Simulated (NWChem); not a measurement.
System: C3H6OSi; SMILES C1=C[Si@@H](O1)C

Output (shortened):

```
             Northwest Computational Chemistry Package (NWChem) 7.3.0
             --------------------------------------------------------

                             Geometry "geometry" -> ""
                             -------------------------

 Output coordinates in angstroms (scale by  1.889725989 to convert to a.u.)

  No.       Tag          Charge          X              Y              Z
 ---- ---------------- ---------- -------------- -------------- --------------
    1 C                    6.0000     0.01096300    -1.99186600    -0.50938800
    2 Si                  14.0000     0.07076500    -0.41244000     0.47016800
    3 C                    6.0000     1.09291400     1.02175400    -0.07417800
    4 C                    6.0000    -0.10532700     1.59024700    -0.33777900
    5 O                    8.0000    -1.14011600     0.74319600    -0.04249800
    6 H                    1.0000     0.87454700    -2.62971800    -0.26107000
    7 H                    1.0000     0.03438500    -1.77855600    -1.58800700
    8 H                    1.0000    -0.90367100    -2.56046300    -0.27901000
    9 H                    1.0000    -0.05404800    -0.68558100     1.93053700
   10 H                    1.0000     2.08765400     1.44078600    -0.20054100
   11 H                    1.0000    -0.37684800     2.57850400    -0.73266900

 Effective nuclear repulsion energy (a.u.)     222.9158835623

  pbe96 is a nonlocal functional; adding pw91lda local functional.

                                 NWChem DFT Module
                                 -----------------

 Summary of "ao basis" -> "ao basis" (spherical)
 ------------------------------------------------------------------------------
       Tag                 Description            Shells   Functions and Types
 ---------------- ------------------------------  ------  ---------------------
 C                           6-31g*                  6       14   3s2p1d
 Si                          6-31g*                  8       18   4s3p1d
 O                           6-31g*                  6       14   3s2p1d
 H                           6-31g*                  2        2   2s

 in cosmo_initialize ...
 calling solv_data for solv:h2o

 solvent parameters
 solvname_short: h2o
 solvname_long:  water
 dielec:       78.4000
 dielecinf:     1.7769
 aqueous SMD model solvent descriptors
 dielec:       78.4000
 sola:          0.8200

          ---------------
          -cosmo- solvent
          ---------------
 Cosmo: York-Karplus, doi: 10.1021/jp992097l
 dielectric constant -eps-     =  78.40
 screen = (eps-1)/(eps    )    =   0.98724
 surface charge correction     = lagrangian

   van der Waals surface
 --------------------------

[...]

                                COSMO-SMD solvation results
                                ---------------------------

             internal energy in gas <Psi(g)|H|Psi(g)> =      -482.220878443894
         internal energy in solvent <Psi(s)|H|Psi(s)> =      -482.219680357281
                               delta internal energy  =         0.001198086613 (    0.75 kcal/mol)
   total free energy in solvent <Psi(s)|H+V/2|Psi(s)> =      -482.228470788356
 polarization energy contribution <Psi(s)|V/2|Psi(s)> =        -0.008790431075 (   -5.52 kcal/mol)
    total free energy in solvent including G(SMD-CDS) =      -482.221391096507
                       G(SMD-CDS) energy contribution =         0.007079691849 (    4.44 kcal/mol)
     1 M fixed-concentration free energy of solvation =        -0.000512652613 (   -0.32 kcal/mol)

                       DFT Final Molecular Orbital Analysis
                       ------------------------------------

 Vector   21  Occ=2.000000D+00  E=-2.808987D-01
              MO Center= -6.4D-02, -7.5D-01,  4.1D-01, r^2= 3.3D+00
   Bfn.  Coefficient  Atom+Function         Bfn.  Coefficient  Atom+Function
  ----- ------------  ---------------      ----- ------------  ---------------
    23      0.299406   2 Si pz               82      0.295713   9 H  s
     4     -0.241219   1 C  py               81      0.225107   9 H  s
     5     -0.211687   1 C  pz               65     -0.167022   5 O  pz
     8     -0.148723   1 C  py               51     -0.133693   4 C  pz
     9     -0.124147   1 C  pz               19     -0.124731   2 Si pz

 Vector   22  Occ=2.000000D+00  E=-2.619780D-01
              MO Center=  4.2D-01,  2.7D-01,  3.3D-04, r^2= 3.4D+00
   Bfn.  Coefficient  Atom+Function         Bfn.  Coefficient  Atom+Function
  ----- ------------  ---------------      ----- ------------  ---------------
    36      0.350979   3 C  py               22     -0.307443   2 Si py
     4      0.213038   1 C  py               40      0.177223   3 C  py
    21     -0.170826   2 Si px               86     -0.167531  11 H  s
    50     -0.151607   4 C  py               85     -0.147701  11 H  s
    37     -0.141956   3 C  pz               64      0.136169   5 O  py

 Vector   23  Occ=2.000000D+00  E=-1.987665D-01
              MO Center=  1.4D-01,  9.9D-01, -1.0D-01, r^2= 2.0D+00
   Bfn.  Coefficient  Atom+Function         Bfn.  Coefficient  Atom+Function
  ----- ------------  ---------------      ----- ------------  ---------------
    65     -0.374982   5 O  pz               37      0.364429   3 C  pz
    41      0.308024   3 C  pz               69     -0.309473   5 O  pz
    51      0.232773   4 C  pz               36      0.153455   3 C  py
    64     -0.150231   5 O  py               55      0.144555   4 C  pz
    40      0.137345   3 C  py               68     -0.129193   5 O  py

 Vector   24  Occ=0.000000D+00  E=-2.405679D-02
              MO Center=  2.5D-01,  1.0D+00, -1.1D-01, r^2= 2.7D+00
   Bfn.  Coefficient  Atom+Function         Bfn.  Coefficient  Atom+Function
  ----- ------------  ---------------      ----- ------------  ---------------
    55      0.552915   4 C  pz               51      0.463809   4 C  pz
    41     -0.385848   3 C  pz                6     -0.365756   1 C  s
    27     -0.301685   2 Si pz               37     -0.291157   3 C  pz
    26     -0.277786   2 Si py               82      0.274856   9 H  s
    54      0.192002   4 C  py               50      0.178271   4 C  py

 Vector   25  Occ=0.000000D+00  E=-1.065554D-02
              MO Center=  1.7D-01, -4.9D-01,  5.3D-01, r^2= 3.7D+00
   Bfn.  Coefficient  Atom+Function         Bfn.  Coefficient  Atom+Function
  ----- ------------  ---------------      ----- ------------  ---------------
    25      0.829238   2 Si px               66      0.507002   5 O  s
    38     -0.475313   3 C  s                21      0.468853   2 Si px
    26     -0.219715   2 Si py               76     -0.202188   6 H  s
    53      0.185506   4 C  px               40      0.182109   3 C  py
    52      0.169035   4 C  s                17     -0.159211   2 Si px

 Vector   26  Occ=0.000000D+00  E= 5.336881D-02
              MO Center= -6.0D-02, -9.3D-01,  5.3D-01, r^2= 5.0D+00
   Bfn.  Coefficient  Atom+Function         Bfn.  Coefficient  Atom+Function
  ----- ------------  ---------------      ----- ------------  ---------------
    26      1.418505   2 Si py                6      1.283867   1 C  s
    52     -0.699070   4 C  s                82      0.505624   9 H  s
    78     -0.491456   7 H  s                38     -0.465886   3 C  s
    24     -0.370714   2 Si s                25      0.284351   2 Si px
    41     -0.258731   3 C  pz               22      0.223648   2 Si py

     Multipole analysis of the density
     ---------------------------------

     L   x y z        total         alpha         beta         nuclear
     -   - - -        -----         -----         ----         -------
     0   0 0 0     -0.000000    -23.000000    -23.000000     46.000000

     1   1 0 0      0.548856      0.725032      0.725032     -0.901208
     1   0 1 0     -0.504920     -0.495470     -0.495470      0.486019
     1   0 0 1     -0.187146      0.299926      0.299926     -0.786999

     2   2 0 0    -28.405401    -56.678625    -56.678625     84.951850
     2   1 1 0      0.627409     -0.405784     -0.405784      1.438977
     2   1 0 1      0.046908     -0.457339     -0.457339      0.961587
     2   0 2 0    -23.208680   -150.646971   -150.646971    278.085263
     2   0 1 1     -1.029497     -0.811615     -0.811615      0.593733
     2   0 0 2    -28.063061    -36.092607    -36.092607     44.122153
```

Level: PBE/6-31G* (spherical d), SMD on the gas-phase geometry. Coordinates come from a PBE0/def2-SVP optimisation. Solvent: water.

**Question.** Which NWChem input produces such a log?

**Answer.** Several could match; the one computed here: the input that was run:
```
start job
memory heap 200 mb stack 900 mb global 1100 mb
geometry units angstroms noautosym nocenter noautoz
  C      0.010963    -1.991866    -0.509388
  Si     0.070765    -0.412440     0.470168
  C      1.092914     1.021754    -0.074178
  C     -0.105327     1.590247    -0.337779
  O     -1.140116     0.743196    -0.042498
  H      0.874547    -2.629718    -0.261070
  H      0.034385    -1.778556    -1.588007
  H     -0.903671    -2.560463    -0.279010
  H     -0.054048    -0.685581     1.930537
  H      2.087654     1.440786    -0.200541
  H     -0.376848     2.578504    -0.732669
end
basis spherical
  * library 6-31g*
end
dft
  xc xpbe96 cpbe96
  iterations 150
end
cosmo
  do_cosmo_smd true
  solvent water
end
task dft energy
```
